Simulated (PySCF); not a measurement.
**Stretching PbN**

Set-up: PySCF, scalar-relativistic core potentials, basis sets Pb cc-pVTZ-PP with ECP60, N cc-pVTZ. Energies in eV from Pb + N in their ground configurations at the same level. State: ²Π (doublet), unpaired electrons π ↑.

All columns are PBE0. A positive dipole means Pb(−)N(+).

| R (Å) | E (eV) | μ (D) | Mulliken charge on Pb (basis-dependent) | HOMO (eV) | LUMO (eV) | Mayer bond order | ⟨S²⟩ |
| --- | --- | --- | --- | --- | --- | --- | --- |
| 1.784 | -1.058 | -2.76 | 0.35 | -6.17 | -4.11 | 2.23 | 0.77 |
| 1.867 | -1.681 | -3.11 | 0.37 | -6.21 | -3.92 | 2.18 | 0.78 |
| 1.950 | -1.993 | -3.38 | 0.39 | -6.09 | -3.78 | 2.10 | 0.83 |
| 2.012 | -2.088 | -3.48 | 0.40 | -5.84 | -3.70 | 2.00 | 0.91 |
| 2.074 | -2.105 | -3.50 | 0.40 | -5.64 | -3.65 | 1.86 | 1.03 |
| 2.136 | -2.071 | -3.47 | 0.39 | -5.49 | -3.61 | 1.71 | 1.15 |
| 2.219 | -1.973 | -3.44 | 0.39 | -5.35 | -3.56 | 1.51 | 1.31 |
| 2.323 | -1.803 | -3.42 | 0.38 | -5.26 | -3.51 | 1.32 | 1.46 |
| 2.447 | -1.563 | -3.44 | 0.37 | -5.20 | -3.47 | 1.14 | 1.60 |
| 2.613 | -1.235 | -3.42 | 0.34 | -5.18 | -3.45 | 0.97 | 1.77 |

A fit through these points gives, at Re = 2.059 Å, μ = -3.50 D and dμ/dR = 0.00311 D/Å; the reduced mass is 13.12 u.

Task: How strong is the fundamental in the double-harmonic approximation, I = 42.26·(dμ/dR)²/μred km/mol?

Result: I = 42.26·(0.00311)²/13.12 = 3.12e-05 km/mol at PBE0.

⟨S²⟩ is raised (PbN 1.00), so spin contamination touches these numbers. ⟨S²⟩ of the unrestricted solution departs from its pure value on part of the curve, where spin states mix. Spin–orbit coupling is left out, which matters for elements this heavy, above all for dissociation energies. The state is the lowest determinant that a PBE0 search found; another state may lie lower at other levels.
